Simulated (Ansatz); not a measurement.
A structure relaxed at B3LYP-D4/def2-SVPD in Ansatz, charge -1, doublet:

Cartesian coordinates in Å:
```
B -0.584 0.549 -0.856
B 1.480 -0.651 0.643
B 0.734 -0.378 -0.911
B 0.118 0.150 0.895
P -2.407 -0.026 -0.562
P -1.696 -0.489 1.349
P -0.030 2.043 0.253
P 2.384 -1.197 -0.810
```

(1) Give its formula.

(2) Summarise the bond lengths by kind (pairs closer than 1.2 times the sum of covalent radii, bridged metal pairs left out).

Answers

(1) B₄P₄⁻.

(2) 6 × B–P 1.80 to 2.00 Å; 5 × B–B 1.60 to 1.98 Å; 1 × P–P 2.09 Å.

The relaxation made no stability test and no search for a lower SCF solution. Another isomer (doublet) lies 1.47 eV lower at PBE0-D4/def2-TZVPD; other spin states weren't run for this one.
